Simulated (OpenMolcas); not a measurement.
**W⁺: effect of the IPEA shift**

| Property | Result |
| --- | --- |
| Program | OpenMolcas 26.06 |
| Basis | ANO-RCC-VTZP [8s7p5d3f2g1h] |
| Scalar Hamiltonian | DKH2, point nucleus |
| Active space | 5 electrons in 6 orbitals (5d 6s) |
| State averaging | 2S+1 = 6 even, 6 roots; 2S+1 = 4 even, 81 roots kept (CI in the orbitals of an earlier block); 2S+1 = 2 even, 125 roots kept (CI in the orbitals of an earlier block, 113 in the spin-orbit step) |
| Spin-orbit coupling | RASSI with atomic mean-field integrals over the reference wave functions, term energies averaged over their components |

Methods on the same reference wave functions:
A. CASSCF
B. MS-CASPT2, IPEA 0 Eh, imaginary shift 0.1 Eh (closed shells correlated: 5s 5p)
C. MS-CASPT2, IPEA 0.25 Eh, imaginary shift 0.1 Eh (closed shells correlated: 5s 5p)

Energies in cm-1 above 5d4 6s 6D 1/2, the measured ground level; measured values from NIST Handbook of Basic Atomic Spectroscopic Data.

```json
{"Level": "5d4 6s 6D 1/2", "A": "0.0", "B": "0.0", "C": "0.0", "Measured": "0.0"}
{"Level": "5d4 6s 6D 3/2", "A": "1295", "B": "1741", "C": "1562", "Measured": "1519"}
{"Level": "5d4 6s 6D 5/2", "A": "2872", "B": "3550", "C": "3280", "Measured": "3172"}
{"Level": "5d4 6s 6D 7/2", "A": "4471", "B": "5040", "C": "4800", "Measured": "4716"}
{"Level": "5d4 6s 6D 9/2", "A": "6079", "B": "6270", "C": "6150", "Measured": "6147"}
{"Level": "5d5 6S 5/2 [75 %]", "A": "8405", "B": "7640", "C": "7950", "Measured": "7420"}
{"Level": "5d4 6s 4P 1/2(1) [59 %]", "A": "12332", "B": "8720", "C": "9700", "Measured": ""}
{"Level": "5d4 6s 4F 3/2(1) [59 %]", "A": "16281", "B": "11090", "C": "12300", "Measured": ""}
{"Level": "5d4 6s 4D 1/2(1) [66 %]", "A": "18075", "B": "13280", "C": "14250", "Measured": ""}
{"Level": "5d4 6s 4D 3/2(1) [71 %]", "A": "19787", "B": "15120", "C": "16120", "Measured": ""}
{"Level": "5d4 6s 4H 11/2 [52 %]", "A": "21197", "B": "18690", "C": "19340", "Measured": ""}
{"Level": "5d4 6s 4H 13/2", "A": "23233", "B": "20940", "C": "21490", "Measured": ""}
{"Level": "5d4 6s 2F 5/2(1) [59 %]", "A": "25509", "B": "19950", "C": "21630", "Measured": ""}
{"Level": "5d4 6s 4D 3/2(2) [59 %]", "A": "28835", "B": "23320", "C": "24730", "Measured": ""}
{"Level": "5d4 6s 4F 5/2(2) [71 %]", "A": "29262", "B": "21810", "C": "23020", "Measured": ""}
{"Level": "5d4 6s 4D 5/2(2) [74 %]", "A": "29951", "B": "24780", "C": "26130", "Measured": ""}
{"Level": "5d4 6s 2H 11/2(1) [64 %]", "A": "30599", "B": "24390", "C": "26150", "Measured": ""}
{"Level": "5d4 6s 2I 11/2 [53 %]", "A": "33537", "B": "28890", "C": "29890", "Measured": ""}
{"Level": "5d4 6s 2I 13/2", "A": "34156", "B": "30430", "C": "31180", "Measured": ""}
```

Deviations, from unrounded energies. A percentage is the sum of absolute deviations over the sum of measured energies, with the sign that they share, or ± where signs differ.

```json
{"Against measurement": "mean absolute deviation (cm-1)", "Levels": "5", "A": "360", "B": "250", "C": "150"}
{"Against measurement": "fine structure of the ground term (%)", "Levels": "4", "A": "-5.4", "B": "+6.7", "C": "+1.5"}
{"Against measurement": "other configurations (%)", "Levels": "1", "A": "+13.3", "B": "+2.9", "C": "+7.1"}
```

C lies closest to measurement on these levels and A furthest from it. The largest miss of C in the table is 5d5 6S 5/2 [75 %], by +530 cm-1. The ranking rests on the paired levels alone, and a cruder setting can come out closer through cancelling errors.

Between B and C the level of the table that moves most is 5d4 6s 2H 11/2(1) [64 %], by 1800 cm-1 (lowest in B, highest in C). Moves below CASPT2's spread within the term are not significant.

The mean deviations of B to C differ by less than CASPT2's widest spread within a term (590 cm-1), so their order carries little weight.

From A to B the spin-free energies of the other terms of 5d4 6s shown, above 6D, scale by factors of 0.56 to 0.83.

The lowest spin-free term lies below A's lowest term by 0.318 hartree in B, 0.306 hartree in C.

Term energies are means over components that CASPT2 splits; among the terms shown or strongly mixed into the levels shown the widest spread is 590 cm-1 (5d4 6s 2H(1), C). Over all roots computed the reference weight is 0.88 to 0.93 in B; the roots of lowest weight are the least certain, and an intruder state may touch them. Some high roots are left out of the spin-orbit mixing, which shifts the levels that they would mix with. Terms from blocks run as CI alone lack orbitals of their own. Configurations are named by rounded mean occupations; where the s occupation lies near a half they are strongly mixed, a name can repeat and a true partner stay unpaired. A single d shell beside an s shell can misplace configurations of different d count against each other. Without dynamic correlation excited terms often stand tens of per cent too high (terms of higher spin than the ground term too low), and those without a measured partner can miss by more than the paired ones (holds for A). Blocks of more than 70 roots (2S+1 = 4 even, 2 even) ran without multistate coupling (holds for B; C). Measured partners are found by configuration, term and J. A level has none where our copy of the source lacks it or the pairing is in doubt (some pairs that miss far off the trend of their configuration count as doubtful), and it then counts in no deviation. Only configurations of the active space appear. Levels that lie high or do not pair safely by name in every column are left out.

A share in square brackets marks a mixed level and gives the weight of the term that names it, the lowest over the columns. A number in round brackets counts repeated terms of one configuration in the order of the reference energies.
